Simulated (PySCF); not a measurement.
Some computed properties have been withheld. Give your best values.

C₇H₁₈BNO.
Numbering: `[CH3:1][CH2:2][O:3][C@H:4]1[CH2:5][CH2:6][BH2-:7][N+:8]1([CH3:9])[CH3:10]` (hydrogens: H11, H12, H13 on C1; H14, H15 on C2; H16 on C4; H17, H18 on C5; H19, H20 on C6; H21, H22 on B7; H23, H24, H25 on C9; H26, H27, H28 on C10)

```json
{"property": "point group", "level": "PBE0-D3(BJ)/def2-SVP", "value": "?"}
{"property": "rotational constants A, B, C", "level": "PBE0-D3(BJ)/def2-SVP", "value": "?"}
{"property": "dipole moment", "level": "PBE0/pcSseg-1", "value": "?"}
{"property": "HOMO energy", "level": "PBE0/pcSseg-1", "value": "?"}
{"property": "LUMO energy", "level": "PBE0/pcSseg-1", "value": "1.05 eV"}
{"property": "13C chemical shifts (computed TMS as zero) by class", "level": "GIAO PBE0/pcSseg-1", "value": "101.9 (C4), 69.8 (C2), 47.9 (C9), 39.1 (C10), 33.7 (C5), 18.2 (C1), 5.1 (C6) ppm"}
{"property": "1H chemical shifts (computed TMS as zero) by class", "level": "GIAO PBE0/pcSseg-1", "value": "?"}
{"property": "isotropic shieldings of nuclei other than C and H, by class", "level": "GIAO PBE0/pcSseg-1", "value": "?"}
```

Electronic properties: PySCF, gas phase, density fitting. NMR classes are plain means over equivalent atoms (diastereotopic ones count apart unless rotation or inversion swaps them), as if these changed places fast; in this geometry the members of some classes differ.

Question: The dipole moment?

Answer: 4.52 D.

Question: What is the HOMO energy?

Answer: -7.20 eV.

Question: Give the rotational constants A, B, C.

Answer: 1.968, 0.991, 0.803 GHz.

Question: The isotropic shieldings of nuclei other than C and H, by class?

Answer: 110 (B7), 183 (N8), 271 (O3) ppm.

Question: What are the 1H chemical shifts (computed TMS as zero) by class?

Answer: 3.84 (H14), 3.64 (H16), 3.19 (H15), 2.33 (H21), 2.32 (H23/H24/H25), 2.19 (H22), 2.16 (H26/H27/H28), 1.92 (H17), 1.61 (H18), 1.10 (H11/H12/H13), 0.72 (H19), 0.69 (H20) ppm.

Question: The point group?

Answer: C1.

The rotational constants make it an asymmetric top with κ = (2B − A − C)/(A − C) = -0.68, nearer the prolate limit (−1). With B = h/(8π²I), that is 505.379 GHz u Å² over I, the principal moments of inertia are 256.9, 510.2 and 629.7 u Å² (most abundant isotopes); the inertial defect Ic − Ia − Ib is -137.4 u Å² (zero for a rigid planar frame, negative otherwise).

For the geometry optimisation (PBE0-D3(BJ)/def2-SVP), the run took 7.6 min of wall time on Arm Neoverse N1, one thread, shared host with 64 logical CPUs at a one-minute load of 58, and the process peaked at 1.1 GiB of memory.

One conformer stands for the species.
